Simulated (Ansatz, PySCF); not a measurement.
System: BeH$_{2}$, net charge 1, doublet state. 
Coordinates optimised at B3LYP-D3(BJ)/def2-TZVP (Ansatz, a first-principles code):
```xyz
3

Be    -0.2815     0.0060     0.1661
H      0.9841    -0.5933     0.4021
H      0.1418     0.5694    -1.0667
```
Charge +1, spin multiplicity 2.

Total electronic energies in hartree. Cores are frozen in the correlated levels unless marked. Open shells are spin-unrestricted. No spin-orbit coupling. Non-relativistic. Basis-set limits of correlation are two-point, X^-3; Hartree-Fock from the larger set.

```csv
level,program,energy (Eh)
HF/6-31G*,Ansatz,-15.36377
HF/def2-SVP,Ansatz,-15.34918
HF/def2-SVPD,Ansatz,-15.35023
HF-D3(BJ)/def2-TZVPD,PySCF + dftd3,-15.37501
RI-HF/def2-QZVPPD,Ansatz,-15.37122
revPBE-D4/def2-TZVPD,Ansatz + dftd4,-15.48810
revPBE/def2-TZVPD,Ansatz,-15.48704
BP86-D4/def2-TZVPD,PySCF + dftd4,-15.48260
BP86/def2-TZVPD,PySCF,-15.48229
PBE0-D3(BJ)/def2-TZVP,Ansatz + dftd3,-15.45294
PBE0-D4/def2-TZVP,Ansatz + dftd4,-15.45268
PBE0/def2-TZVP,Ansatz,-15.45247
PBE0/def2-TZVPD,Ansatz,-15.45290
MN15-D3(BJ)/def2-TZVPD,PySCF + dftd3,-15.46517
HSE06-D4/def2-TZVPD,Ansatz + dftd4,-15.45143
CAM-B3LYP-D4/def2-TZVPD,Ansatz + dftd4,-15.46565
CAM-B3LYP/def2-TZVPD,Ansatz,-15.46544
wB97M-V/def2-TZVPD,Ansatz,-15.46320
PBE-QIDH/def2-TZVPD,Ansatz,-15.44221
MP2/STO-3G,Ansatz,-15.18242
SCS-MP2/def2-SVPD,Ansatz,-15.38324
CCSD/def2-TZVPP,Ansatz,-15.41555
"CCSD(T)/CBS(def2-TZVPPD,def2-QZVPPD)",Ansatz,-15.4245
```

Totals of different functionals don't rank their quality; only differences between species are comparable.
